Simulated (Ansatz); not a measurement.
Reaction R1 → P1 + P2, each structure at its B3LYP-D3(BJ)/def2-TZVP stationary point, reached from a drawn start (curvature not checked).
R1: CH6O3Sn (SMILES [CH3][Sn]([OH])([OH])[OH]), charge 0, multiplicity 1.
P1: H3O3Sn (SMILES [OH][Sn]([OH])[OH]), charge 0, multiplicity 2.
P2, CH3 (SMILES [CH3]) (charge 0, multiplicity 2):
```xyz
4

C      0.000     0.000     0.000
H      1.068    -0.150    -0.004
H     -0.664    -0.850     0.009
H     -0.405     1.000    -0.005
```

P less R. No zero-point or thermal terms; singlets are restricted closed shells; open shells are unrestricted; no spin–orbit coupling. One arrangement of each flexible species, with no search for the lowest.

Cores are frozen in the correlated methods. In cc and def2 sets filled d and f shells under p-block atoms count as core.

The values were computed with Ansatz (a quantum-chemistry and plane-wave program) with Gaussian orbitals. Each number belongs to the level named beside it. Elements past Kr take the def2 small-core potentials, without spin–orbit coupling.

### Question
What reaction energy does PBE/def2-TZVPP give?

### Answer
66.0 kcal/mol

### Question
What reaction energy does B2PLYP/def2-TZVPP give?

### Answer
68.6 kcal/mol

### Question
Estimate the reaction energy that B3LYP/def2-TZVPP returns for this input.

### Answer
63.8 kcal/mol
